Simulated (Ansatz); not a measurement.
Consider the redistribution: `O[SiH2]C[SiH2]O` + `CN[SiH2][AlH2]` → `O[SiH2]N[SiH2][AlH2]` + `CC[SiH2]O`.

Computed with Ansatz on PBE0-D4/def2-TZVP structures; ΔE is electronic, products minus reactants. CCSD(T)/CBS adds triple-zeta CCSD(T) − MP2 to the extrapolated MP2 energy (def2 sets, frozen cores). Functionals use def2-TZVPP. B3LYP here is the variant with VWN-RPA as its local correlation; programs differ in this. Each species was taken in one conformer, which may not be the lowest.

`O[SiH2]C[SiH2]O`:

Cartesian coordinates in Å:
```
O -2.077 -0.167 -0.733
Si -0.794 0.696 -1.287
C 0.419 1.026 0.104
Si 1.069 -0.521 0.888
O -0.250 -1.523 1.063
H -1.825 -0.864 -0.114
H -0.062 -0.021 -2.371
H -1.337 1.961 -1.840
H -0.073 1.644 0.862
H 1.268 1.599 -0.289
H 2.086 -1.172 0.017
H 1.691 -0.283 2.221
H -0.114 -2.376 1.479
```

`CN[SiH2][AlH2]`:

Z-matrix (Å, degrees):
```
C
N 1 1.447
H 1 1.093 2 110.7
H 1 1.094 2 109.5 3 -117.5
H 1 1.100 2 114.1 3 122.0
Si 2 1.733 1 120.9 3 164.0
H 2 1.008 1 113.1 3 -51.1
Al 6 2.477 2 116.8 1 56.8
H 6 1.494 2 106.2 1 178.9
H 6 1.496 2 107.9 1 -66.2
H 8 1.595 6 121.5 2 6.4
H 8 1.594 6 121.2 2 -174.6
```

`O[SiH2]N[SiH2][AlH2]`:

Z-matrix (Å, degrees):
```
Si
N 1 1.719
O 1 1.645 2 114.1
H 1 1.479 2 111.0 3 -115.8
H 1 1.489 2 105.6 3 122.7
Si 2 1.742 1 127.4 3 65.1
H 2 1.009 1 115.8 3 -113.0
H 3 0.958 1 117.6 2 56.6
Al 6 2.461 2 111.6 1 146.1
H 6 1.492 2 106.2 1 24.1
H 6 1.499 2 112.1 1 -90.2
H 9 1.593 6 119.7 2 14.7
H 9 1.589 6 121.6 2 -166.1
```

`CC[SiH2]O`:

Cartesian coordinates in Å:
```
C -0.636 1.051 -0.872
C -0.012 0.770 0.492
Si 0.339 -1.040 0.795
O 1.383 -1.673 -0.318
H -1.578 0.510 -1.001
H 0.031 0.749 -1.684
H -0.849 2.114 -1.010
H 0.924 1.327 0.607
H -0.673 1.117 1.296
H -0.953 -1.790 0.759
H 0.994 -1.233 2.113
H 1.030 -1.901 -1.178
```

(1) Is it downhill or uphill in electronic energy at CCSD(T)/CBS, and by how much? (Best estimate.)

(2) What do these levels give: r2SCAN-D4, B3LYP-D4, ωB97X-V, B2PLYP, B3LYP, HF/def2-TZVPP, CCSD/def2-TZVPP, CCSD(T)/def2-TZVPP, SCS-MP2/def2-QZVPP, HF/CBS(def2), MP2/CBS(def2), CCSD/CBS(def2)? (Best estimate.)

Largest T1 diagnostic among the species: 0.012.

Results:

(1) The calculation gave: Downhill: ΔE = -88.0 kJ/mol.

(2) Computed: r2SCAN-D4 -82.7, B3LYP-D4 -83.8, ωB97X-V -83.4, B2PLYP -88.7, B3LYP -87.2, HF/def2-TZVPP -97.0, CCSD/def2-TZVPP -88.9, CCSD(T)/def2-TZVPP -87.1, SCS-MP2/def2-QZVPP -92.1, HF/CBS(def2) -98.1, MP2/CBS(def2) -91.0, CCSD/CBS(def2) -89.8 kJ/mol.

In def2-TZVPP, CCSD(T) changes the Hartree–Fock value by +9.9 kJ/mol (the triples alone add +1.8 kJ/mol) and MP2 by +6.9 kJ/mol. The D4 term adds +3.4 kJ/mol with B3LYP and +1.7 kJ/mol with PBE0; it sums over pairs of atoms, weighted by their polarisabilities, and B3LYP, whose exchange is more repulsive, gets the larger term.
